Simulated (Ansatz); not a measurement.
Cost and result for the atomization energy of C2H7BSSi, SMILES `[SiH3]CBC=S` (12 atoms, 11 bonds).

```xyz
12

Si   -0.9842   -0.4392    1.3107
C     0.5806    0.4069    0.6755
B     0.9539   -0.1262   -0.7316
C     0.4342    0.5256   -2.0252
S    -0.9507   -0.2413   -2.3680
H    -1.1522   -0.1072    2.7530
H    -2.1805    0.0432    0.5773
H    -0.8794   -1.9139    1.1727
H     0.3898    1.4837    0.7160
H     1.3542    0.1476    1.4053
H     1.6139   -1.1205   -0.8483
H     0.8206    1.3412   -2.6373
```

The species carries charge 0 and has multiplicity 1. The geometry is a stationary point of PBE0-D4/def2-TZVP. It is one conformer, not always the lowest. Program: Ansatz. All runs use 4 threads of an Intel Xeon 6975P-C on a shared host. Times are those of one run each, without the atoms' runs, and a repeat can differ threefold. Electronic energies, without spin–orbit coupling; frozen cores. CCSD(T)/CBS adds CCSD(T) − MP2 in def2-TZVPP to the MP2 limit, and its time is that of the two runs behind it. T1 = 0.017; the RHF reference is unstable towards UHF. B3LYP takes the VWN-RPA correlation (the form of Gaussian; ORCA's B3LYP/G).

CCSD(T)/CBS is a level of theory with its own doubt, some kJ/mol a heavy atom from the limit and from the frozen cores, so smaller differences don't rank the functionals.

```json
{"level": "LDA (SPW92)/def2-TZVPP", "functions": "275", "wall time": "1 s", "atomization (kcal/mol)": "1156.5", "difference from CCSD(T)/CBS": "138.1", "per bond": "12.6"}
{"level": "BLYP-D4/def2-TZVPP", "functions": "275", "wall time": "1.4 s", "atomization (kcal/mol)": "1018.3", "difference from CCSD(T)/CBS": "-0.1", "per bond": "0.0"}
{"level": "PBE-D4/def2-TZVPP (with forces)", "functions": "275", "wall time": "1.8 s", "atomization (kcal/mol)": "1038.0", "difference from CCSD(T)/CBS": "19.6", "per bond": "1.8"}
{"level": "PBE0-D4/def2-TZVPP", "functions": "275", "wall time": "2.1 s", "atomization (kcal/mol)": "1024.9", "difference from CCSD(T)/CBS": "6.5", "per bond": "0.6"}
{"level": "BHLYP-D4/def2-TZVPP", "functions": "275", "wall time": "2.1 s", "atomization (kcal/mol)": "1000.2", "difference from CCSD(T)/CBS": "-18.2", "per bond": "-1.7"}
{"level": "CCSD(T)/def2-SVP", "functions": "113", "wall time": "3.1 s", "atomization (kcal/mol)": "967.4", "difference from CCSD(T)/CBS": "-51.0", "per bond": "-4.6"}
{"level": "B3LYP-D4/def2-TZVPP (with forces)", "functions": "275", "wall time": "3.4 s", "atomization (kcal/mol)": "1022.8", "difference from CCSD(T)/CBS": "4.4", "per bond": "0.4"}
{"level": "PBE-QIDH/def2-TZVPP", "functions": "275", "wall time": "4.6 s", "atomization (kcal/mol)": "1016.9", "difference from CCSD(T)/CBS": "-1.5", "per bond": "-0.1"}
{"level": "ωB97X-V/def2-TZVPP", "functions": "275", "wall time": "4.7 s", "atomization (kcal/mol)": "1023.8", "difference from CCSD(T)/CBS": "5.4", "per bond": "0.5"}
{"level": "ωB97M-V/def2-TZVPP (with forces)", "functions": "275", "wall time": "7 s", "atomization (kcal/mol)": "1025.6", "difference from CCSD(T)/CBS": "7.2", "per bond": "0.7"}
{"level": "MP2/def2-QZVPP", "functions": "521", "wall time": "22 s", "atomization (kcal/mol)": "1019.5", "difference from CCSD(T)/CBS": "1.1", "per bond": "0.1"}
{"level": "CCSD(T)/def2-TZVPP", "functions": "275", "wall time": "54 s", "atomization (kcal/mol)": "994.1", "difference from CCSD(T)/CBS": "-24.3", "per bond": "-2.2"}
{"level": "CCSD(T)/CBS(def2)", "functions": "–", "wall time": "75 s", "atomization (kcal/mol)": "1018.4", "difference from CCSD(T)/CBS": "0.0", "per bond": "0.0"}
```

From r2SCAN to r2SCAN0 (25 % exact exchange), in def2-TZVPP and without D4, the atomization energy moves by −12.9 kcal/mol: exact exchange takes away binding that semilocal exchange gives to molecules. The D4 term adds +11.4 kcal/mol with B3LYP and +6.0 kcal/mol with PBE0; it sums over pairs of atoms, weighted by their polarisabilities, and B3LYP, whose exchange is more repulsive, gets the larger term. Leaving LDA and LC-ωPBE aside and taking each functional with its dispersion term where it has one, the values spread over 37.8 kcal/mol, from BHLYP-D4 to PBE-D4. LDA lies +125.5 kcal/mol from PBE without D4, its usual overbinding.
